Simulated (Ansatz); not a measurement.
The first iterations of a band of BF2H2N + H2 (8 atoms, charge 0, multiplicity 1).

Level of theory: RKS PBE0-D4/def2-mTZVP in Ansatz.

```
movable images  : 7
climbing image  : yes
spring          : 5.0 eV/Å²
optimiser       : quadratic models (default)
start path      : through a guess of the saddle point
force threshold : 0.03 eV/Å
iteration limit : 60
end points      : relaxed
```

First end point:

```xyz
8
Properties=species:S:1:pos:R:3
B 0.052 -0.438 0.364
N 0.067 -0.541 1.752
H -0.766 -0.696 2.295
H 0.914 -0.485 2.292
F 1.175 -0.246 -0.325
F -1.086 -0.529 -0.321
H -0.370 2.910 0.274
H -0.327 2.580 0.940
```

Last end point:

```xyz
8
Properties=species:S:1:pos:R:3
B 0.037 0.406 0.065
N -0.103 0.297 1.729
H -0.413 -0.642 1.975
H 0.789 0.468 2.185
F 0.997 -0.542 -0.228
F -1.224 0.057 -0.375
H 0.360 1.550 -0.169
H -0.783 0.962 2.088
```

| iteration | highest image above the first end (eV) | largest band force component (eV/Å) |
| --- | --- | --- |
| 1 | 4.066 | 5.843 |
| 2 | 2.928 | 3.051 |
| 3 | 2.269 | 5.711 |
| 4 | 1.965 | 1.546 |

**Question.** Does the band converge within its limit, and where does its top end?

**Answer.** It converged. It ended after 14 iterations with the highest image 1.903 eV above the first end. Neighbouring images differ by up to 1.4 eV, so the band resolves the path poorly. A vibrational analysis at the climbing image gives one clearly imaginary mode, 1547i cm⁻¹: a first-order saddle point. The orbitals stay closed-shell, which can raise the energy where a bond breaks towards radicals; this wasn't checked here.

Run time: 110 s on 2 threads of Intel(R) Xeon(R) Platinum 8488C (Sapphire Rapids), with other jobs on the host, peak memory 0.17 GiB.
